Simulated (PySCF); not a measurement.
SiFI, SMILES F[Si]I (connectivity only; charge and spin as stated), neutral, multiplicity 1.

Geometry: PBE0-D3(BJ)/def2-TZVP. The def2 effective core potentials stand for the cores of I; spin–orbit coupling is left out.

Computed with TDDFT-LC-ωPBE/def2-SVPD run with PySCF.

Vertical excitations. Isolated molecule, no solvent. State labels are in the subgroup Cs.

Computed lowest excited states:
| state | symmetry | energy (eV) | λ (nm) | f | main pairs |
|---|---|---|---|---|---|
| S1 | A" | 3.62 | 342 | 0.020 | HOMO→LUMO 94 % |
| S2 | A" | 4.53 | 274 | 0.000 | HOMO−1→LUMO 93 % |
| S3 | A' | 4.99 | 248 | 0.014 | HOMO−2→LUMO 89 % |
| S4 | A' | 6.31 | 197 | 0.178 | HOMO→LUMO+1 50 %, HOMO−1→LUMO+1 30 % |
| S5 | A' | 6.53 | 190 | 0.033 | HOMO→LUMO+2 66 %, HOMO→LUMO+6 18 %, HOMO→LUMO+3 10 % |
| S6 | A" | 6.55 | 189 | 0.002 | HOMO−2→LUMO+1 83 % |
| S7 | A' | 6.76 | 183 | 0.478 | HOMO−1→LUMO+1 58 %, HOMO→LUMO+1 21 %, HOMO−1→LUMO+2 9 % |
| S8 | A" | 7.47 | 166 | 0.002 | HOMO−2→LUMO+2 68 %, HOMO−2→LUMO+6 17 % |
| S9 | A' | 7.67 | 162 | 0.046 | HOMO→LUMO+3 42 %, HOMO→LUMO+5 27 %, HOMO−1→LUMO+2 10 %, HOMO→LUMO+2 7 % |
| S10 | A' | 7.91 | 157 | 0.739 | HOMO−1→LUMO+2 44 %, HOMO−1→LUMO+6 18 %, HOMO→LUMO+1 12 % |
| T1 | A" | 2.13 | 581 | 0 | HOMO→LUMO 84 % |
| T2 | A' | 4.22 | 294 | 0 | HOMO−2→LUMO 97 % |
| T3 | A" | 4.38 | 283 | 0 | HOMO−1→LUMO 87 % |
| T4 | A' | 4.63 | 268 | 0 | HOMO→LUMO+1 70 % |
Triplets are in the Tamm–Dancoff approximation, which puts them higher than full response would, so one can lie above its singlet here.
